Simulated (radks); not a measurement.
Values are calculated unless marked as measured or tabulated.
Task: Ionisation of the lead ion Pb2+, [Hg], to Pb3+, [Xe] 4f14 5d10 6s1, under several functionals. Dirac Kohn-Sham, spin-unpolarised, spherical densities, point nucleus; a radial shooting solver on a logarithmic mesh with Libxc functionals. The NIST Atomic Spectra Database gives 31.937 eV (measured). Rank these functionals by the error of their Delta-SCF ionisation energy: PBEsol; B86b exchange with PBE correlation; PBE; BP86; HCTH/407; BLYP.

Result: From best to worst: PBE 32.407 eV (+0.470); B86b exchange with PBE correlation 32.438 eV (+0.501); BLYP 32.459 eV (+0.522); PBEsol 32.476 eV (+0.539); HCTH/407 32.495 eV (+0.558); BP86 32.591 eV (+0.654). Spin polarisation and multiplet splitting are left out, so open shells lie too high by an amount that depends on their filling.

Beside tabulated values, note that spin-unpolarised runs miss the spin-polarisation part of the exchange energy of open shells.
